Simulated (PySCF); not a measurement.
A run for PySCF: R-B3LYP/6-31G* on FHMg (SMILES [F][MgH]), a point of a bond scan (R = 3.363 Å).

```python
from pyscf import gto, scf, dft, mp
from pyscf.data.elements import chemcore

mol = gto.M(
    atom='''
    Mg   -0.00000000   -0.00000000   -0.64398300
    H     0.00000000    0.00000000   -4.00705624
    F     0.00000000    0.00000000    1.11703507
    ''',
    basis='6-31g*',
    cart=True,
    charge=0, spin=0, verbose=3, max_memory=1800)
mf = dft.RKS(mol, xc='b3lyp')
mf.conv_tol = 1e-8
mf.max_cycle = 100
mf.kernel()
if not mf.converged:
    mf = mf.newton().run(mf.mo_coeff, mf.mo_occ)
```

It printed:

```
converged SCF energy = -300.460445754914
```

Self-consistency was reached.

Cost: around 2.6 core-seconds (rough).
